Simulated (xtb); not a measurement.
Harmonic IR lines of one isomer of C4H4, unscaled. Level of theory: GFN2-xTB (xtb).

wavenumber (cm⁻¹): 224 (w), 825 (vs), 1008 (w), 1713 (s), 3070 (m), 3078 (vs)

Say which structure gives these lines.
A. `C=C=C=C`
B. `C1=CC=C1`
C. `C=C1C=C1`
D. `C#CC=C`

A, `C=C=C=C`
